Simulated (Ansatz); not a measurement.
C₂H₈O₂Si₂ (`C=C[SiH](O)[SiH2]O`) at its PBE0-D4/def2-TZVP geometry, where that method's forces vanish. Charge 0, multiplicity 1.

```xyz
14

C     1.9129   -0.5595   -0.8357
C     0.9547    0.1313   -1.4491
Si   -0.5943    0.7173   -0.6046
O    -1.9539    0.3378   -1.4764
Si   -0.9148   -0.3234    1.4747
O     0.5066   -0.2219    2.3265
H     2.8199   -0.8672   -1.3494
H     1.8399   -0.8372    0.2124
H     1.0982    0.3834   -2.5005
H    -0.5280    2.2047   -0.4646
H    -2.3026    1.0073   -2.0652
H    -1.3191   -1.7483    1.2892
H    -2.0250    0.3404    2.2211
H     0.5058   -0.5647    3.2214
```

Q: What forces (eV/Å) does PBE-D4/def2-TZVPP give on these atoms in the Gaussian-basis code of Ansatz? (Best estimate.)

A: The calculation gave: 
```
C1   0.266 -0.195  0.148
C2  -0.282  0.192 -0.108
Si3  0.244  0.082  0.190
O4  -0.267 -0.446  0.013
Si5 -0.263  0.000 -0.185
O6   0.437  0.201 -0.170
H7   0.199 -0.069 -0.097
H8  -0.002 -0.064  0.215
H9   0.012  0.063 -0.223
H10  0.025  0.171  0.031
H11 -0.169  0.311 -0.269
H12 -0.067 -0.160 -0.036
H13 -0.143  0.072  0.068
H14  0.011 -0.159  0.424
```
